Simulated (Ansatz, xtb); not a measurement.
# Two isomers of C3H11GeN

Structure I is `C[C](C)(N)[GeH3]`, a singlet and structure II is `C[C@@H]([GeH3])CN`, a singlet. Both are isolated molecules in the gas phase, relaxed with B3LYP-D3(BJ)/def2-SVP; the shapes shown needn't be the lowest conformers.

I (Å):

```xyz
16

C    -1.0467    1.7405    1.5270
C    -0.9732    0.5388    0.5728
C    -0.0369    0.8446   -0.5988
Ge   -0.3088   -1.0815    1.5356
N    -2.2787    0.1505    0.0252
H    -1.7177    1.5386    2.3785
H    -1.4428    2.6238    0.9924
H    -0.0583    2.0096    1.9340
H     0.9824    1.0810   -0.2561
H    -0.4075    1.7234   -1.1599
H     0.0125   -0.0024   -1.2993
H    -2.9629    0.0417    0.7751
H    -2.6375    0.8950   -0.5797
H    -1.3933   -1.5438    2.5372
H    -0.0246   -2.2168    0.5330
H     0.9847   -0.7647    2.3247
```

II (Å):

```xyz
16

C    -0.3574    1.6808    1.0950
C    -0.3561    0.3658    0.3126
C    -1.5260    0.2797   -0.6696
Ge   -0.3790   -1.2275    1.5058
N    -1.5910   -1.0408   -1.2841
H    -1.2531    1.7675    1.7335
H    -0.3558    2.5511    0.4152
H     0.5233    1.7680    1.7491
H     0.5870    0.2951   -0.2612
H     0.4525   -0.8885    2.7716
H    -1.8252   -1.5289    1.9539
H     0.2462   -2.4787    0.8599
H    -1.4536    1.1189   -1.3976
H    -2.4669    0.4391   -0.1135
H    -2.4276   -1.1446   -1.8564
H    -0.7918   -1.1915   -1.9009
```

Quicker runs give these differences E(II) − E(I): GFN2-xTB −0.38 kJ/mol; HF/STO-3G −1.67 kJ/mol (at GFN2-xTB geometries); r2SCAN-D4/def2-SVP +6.97 kJ/mol (at GFN2-xTB geometries).

Q: Estimate E(II) − E(I) at the level CCSD(T)/def2-SVP + ΔMP2/def2-TZVPP.

A: Too close to call at this level: CCSD(T)/def2-SVP + ΔMP2/def2-TZVPP gives E(II) − E(I) = +3.59 kJ/mol.

The same difference at several levels:

```json
{"level": "GFN2-xTB", "geometry": "GFN2-xTB", "E(II) − E(I) (kJ/mol)": "−0.38", "departure from the last row (kJ/mol)": "−3.97", "job, with rough time for the two": "optimisation, 0.17 s"}
{"level": "HF/STO-3G", "geometry": "GFN2-xTB", "E(II) − E(I) (kJ/mol)": "−1.67", "departure from the last row (kJ/mol)": "−5.26", "job, with rough time for the two": "single point, 0.46 s"}
{"level": "r2SCAN-D4/def2-SVP", "geometry": "GFN2-xTB", "E(II) − E(I) (kJ/mol)": "+6.97", "departure from the last row (kJ/mol)": "+3.38", "job, with rough time for the two": "single point, 3.3 s"}
{"level": "B3LYP-D3(BJ)/def2-SVP", "geometry": "B3LYP-D3(BJ)/def2-SVP", "E(II) − E(I) (kJ/mol)": "+0.70", "departure from the last row (kJ/mol)": "−2.89", "job, with rough time for the two": "optimisation, 54 s"}
{"level": "HF/def2-SVP", "geometry": "B3LYP-D3(BJ)/def2-SVP", "E(II) − E(I) (kJ/mol)": "−7.70", "departure from the last row (kJ/mol)": "−11.29", "job, with rough time for the two": "part of the CCSD(T) run"}
{"level": "MP2/def2-SVP", "geometry": "B3LYP-D3(BJ)/def2-SVP", "E(II) − E(I) (kJ/mol)": "+2.97", "departure from the last row (kJ/mol)": "−0.62", "job, with rough time for the two": "part of the CCSD(T) run"}
{"level": "CCSD(T)/def2-SVP", "geometry": "B3LYP-D3(BJ)/def2-SVP", "E(II) − E(I) (kJ/mol)": "+1.70", "departure from the last row (kJ/mol)": "−1.89", "job, with rough time for the two": "single point"}
{"level": "CCSD(T)/def2-SVP + ΔMP2/def2-TZVPP", "geometry": "B3LYP-D3(BJ)/def2-SVP", "E(II) − E(I) (kJ/mol)": "+3.59", "departure from the last row (kJ/mol)": "", "job, with rough time for the two": "single point, 49 s"}
```

As drawn, both hold the same kinds of bond in the same numbers. Structure I has 2 methyl groups, II 1.

The largest departure from CCSD(T)/def2-SVP + ΔMP2/def2-TZVPP is that of HF/def2-SVP, 11.29 kJ/mol. The last row adds to CCSD(T) the change of the MP2 difference between the two basis sets, here +1.89 kJ/mol.

With thermal terms from frequencies at re-optimised GFN2-xTB minima (ideal gas, soft modes damped towards free rotors, one conformer each, 298.15 K, 1 atm): the zero-point term adds +4.53 kJ/mol; ΔH is +6.63 and ΔG +9.20 kJ/mol.

The correlated steps freeze 13 core orbitals; the filled d shell of Ge is correlated, in a basis made for valence electrons. Mirror images aren't counted in ΔG. Programs: Ansatz 0.2.0, xtb 6.7.1; the last row on 2 threads of Intel(R) Xeon(R) 6975P-C (Granite Rapids) on a shared host.
